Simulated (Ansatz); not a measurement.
```xyz
10

F     0.0844    1.5115    1.9220
C    -0.2432    0.6800    0.8877
Al   -0.2653    1.3131   -0.9911
S     1.3407   -0.1117    0.2241
P     0.7856   -2.0975   -0.2636
H    -0.8524   -0.1408    1.2696
H    -1.0474    0.4116   -2.0339
H     0.3903    2.7186   -1.2911
H     0.3253   -2.4666    1.0295
H    -0.5179   -1.8182   -0.7532
```

The species carries charge 0 and has multiplicity 1. The bonds changed during the relaxation, so this is another structure than the one it started from.

(1) List the PBE0/def2-TZVPP orbital energies in eV (the Gaussian-basis code of Ansatz). (Best estimate.)

Results:

(1) Ansatz gave: Occupied: -2423.56, -2102.21, -1527.51, -674.18, -280.87, -218.86, -180.97, -162.69, -162.60, -162.52, -130.27, -130.21, -130.12, -113.41, -73.51, -73.35, -73.32, -33.98, -22.52, -18.96, -17.22, -14.45, -13.96, -13.31, -12.01, -11.22, -10.72, -9.69, -9.23, -8.51, -8.21, -7.29. Lowest empty: -1.17, -0.64, -0.13, 0.07, 0.56, 1.35, 1.37, 1.96.
